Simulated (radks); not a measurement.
Results of a calculation; reference values are marked as such.
Ionisation of K+, [Ar], to K2+, [Ne] 3s2 3p5, under several functionals. Scalar-relativistic Kohn-Sham, spin-unpolarised, spherical densities, point nucleus; a radial shooting solver on a logarithmic mesh with Libxc functionals.

functional,E(K+) (hartree),Exc (hartree),IE (eV),-e(HOMO) (eV),<r> HOMO (bohr),IE error (eV)
HCTH/407,-602.24994,-33.61922,32.395,25.310,1.419,+0.770
B86b exchange with PBE correlation,-602.12523,-33.45050,31.965,24.914,1.426,+0.340
RPBE,-602.08957,-33.41509,31.913,24.861,1.427,+0.288
PBEsol,-601.12967,-32.42755,31.872,24.829,1.426,+0.247
revPBE,-602.04773,-33.37276,31.904,24.851,1.426,+0.279
XLYP,-602.30808,-33.63158,31.823,24.779,1.429,+0.198
PBE,-601.92825,-33.24782,31.933,24.884,1.426,+0.308
OLYP,-602.19474,-33.54711,32.006,24.933,1.424,+0.381

NIST Atomic Spectra Database: 31.625 eV (measured). Closest: XLYP. The Delta-SCF values span 0.57 eV, the total energies 1.18 hartree. The highest occupied level is 3p. Spin polarisation and multiplet splitting are left out, so open shells lie too high by an amount that depends on their filling.

Beside tabulated values, note that spin-unpolarised runs miss the spin-polarisation part of the exchange energy of open shells.
